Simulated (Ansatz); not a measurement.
Two isomers of CH7FSi2: A = `C[SiH2][SiH2]F`, B = `F[SiH2]C[SiH3]`.

Isolated molecules relaxed with PBE0-D4/def2-TZVP in Ansatz; ΔE leaves out vibrations. CBS: MP2 limit from def2 TZ/QZ plus the TZ coupled-cluster correction, frozen cores. DFT in def2-TZVPP. B3LYP here is the variant with VWN-RPA as its local correlation; programs differ in this. One conformer a species, not always the lowest.

Question: Which is lower in electronic energy at CCSD(T)/CBS, and by how much? (An estimate is asked.)

Answer: The calculation gave: B, by 5.0 kcal/mol.

Question: Give E(B) − E(A) in kcal/mol with CCSD(T)/def2-TZVPP, ωB97M-V, r2SCAN-D4, B3LYP, B3LYP-D4, PBE0-D4, B2PLYP. (Best estimate.)

Answer: The calculation gave: CCSD(T)/def2-TZVPP -5.2, ωB97M-V -5.8, r2SCAN-D4 -3.7, B3LYP -3.2, B3LYP-D4 -3.7, PBE0-D4 -2.6, B2PLYP -4.6. None reverses the order clearly.

Largest T1 diagnostic: 0.012.

From PBE to PBE0 (25 % exact exchange), in def2-TZVPP and without D4, E(B) − E(A) moves by −1.2 kcal/mol.
